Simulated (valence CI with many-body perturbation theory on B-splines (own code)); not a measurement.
Values are calculated unless marked as measured or tabulated.
# Ladder of approximations for Tm⁶²⁺

Method: valence CI with perturbative core correlation (CI+MBPT): five valence electrons over a frozen Dirac-Fock core [He], radial functions for each j: 9 s, 9 p, 8 d, 6 f, 3 g, 1 h, with the one-electron correlation potential Σ1, the two-electron term Σ2, the three-electron term Σ3, Breit, model QED; selected CI, second order for the rest (own B-spline code, finite nucleus).

The last digits are not significant, and no measured levels were compared; by estimate large intervals hold to a few tenths of a per cent, small ones and those within an open d or f shell to about a per cent. Among the levels kept, up to 1100 cm⁻¹ of a level comes from second order outside the variational space, and about a tenth of that is noise between levels of different J, which matters for small intervals.

Each rung adds one term. CI alone is the Dirac-Coulomb CI over the frozen core; QED comes last and gives the full result, which names the levels. Energies are above (2s^2 2p1/2^2 2p3/2) J=3/2 on the same rung, in eV.

Levels are named by their leading jj configuration (3d3/2^4 stands for four electrons in 3d with j = 3/2), which in mixed levels can hold well under half, so a name can repeat and another be missing. Letters in brackets count levels of one name in rising energy.

| Level | CI alone |
| --- | --- |
| (2s^2 2p1/2 2p3/2^2) J=3/2 | 1013.9 |
| (2s^2 2p1/2 2p3/2^2) J=5/2 | 1044.8 |
| (2s^2 2p1/2 2p3/2^2) J=1/2 | 1081.3 |
| (2s 2p1/2^2 2p3/2^2) J=5/2 | 1331.1 |
| (2s 2p1/2^2 2p3/2^2) J=1/2 | 1419.4 |
| (2s 2p1/2^2 2p3/2^2) J=3/2 | 1426.3 |
| (2s^2 2p3/2^3) J=3/2 | 2100.1 |
| (2s 2p1/2 2p3/2^3) J=3/2 [a] | 2365.7 |
| (2s 2p1/2 2p3/2^3) J=5/2 | 2413.6 |
| (2s 2p1/2 2p3/2^3) J=1/2 | 2462.8 |
| (2s 2p1/2 2p3/2^3) J=3/2 [b] | 2476.5 |
| (2p1/2^2 2p3/2^3) J=3/2 | 2818.1 |
| (2s 2p3/2^4) J=1/2 | 3493.3 |
| (2p1/2 2p3/2^4) J=1/2 | 3860.1 |
| (2s^2 2p1/2^2 3s) J=1/2 | 7643.5 |
| (2s^2 2p1/2^2 3p1/2) J=1/2 | 7737.8 |

What do these energies become with core correlation, Breit and QED?

(2s^2 2p1/2 2p3/2^2) J=3/2 1001.7 (-12.13); (2s^2 2p1/2 2p3/2^2) J=5/2 1024.5 (-20.22); (2s^2 2p1/2 2p3/2^2) J=1/2 1071.3 (-9.99); (2s 2p1/2^2 2p3/2^2) J=5/2 1312.5 (-18.63); (2s 2p1/2^2 2p3/2^2) J=1/2 1408.8 (-10.54); (2s 2p1/2^2 2p3/2^2) J=3/2 1410.2 (-16.18); (2s^2 2p3/2^3) J=3/2 2075.1 (-24.93); (2s 2p1/2 2p3/2^3) J=3/2 [a] 2339.5 (-26.22); (2s 2p1/2 2p3/2^3) J=5/2 2379.1 (-34.50); (2s 2p1/2 2p3/2^3) J=1/2 2436.4 (-26.31); (2s 2p1/2 2p3/2^3) J=3/2 [b] 2445.5 (-30.95); (2p1/2^2 2p3/2^3) J=3/2 2788.4 (-29.70); (2s 2p3/2^4) J=1/2 3455.7 (-37.62); (2p1/2 2p3/2^4) J=1/2 3817.8 (-42.25); (2s^2 2p1/2^2 3s) J=1/2 7638.8 (-4.69); (2s^2 2p1/2^2 3p1/2) J=1/2 7733.1 (-4.68).

How does the ionisation energy move along the ladder, and which term matters most?

CI alone 14313, + Σ1 14313, + Σ2 14314, + Σ3 14313, + Breit 14302, + QED 14300 eV. The largest step is Breit, -11 eV. NIST lists 14300 ± 15 eV (theoretical).
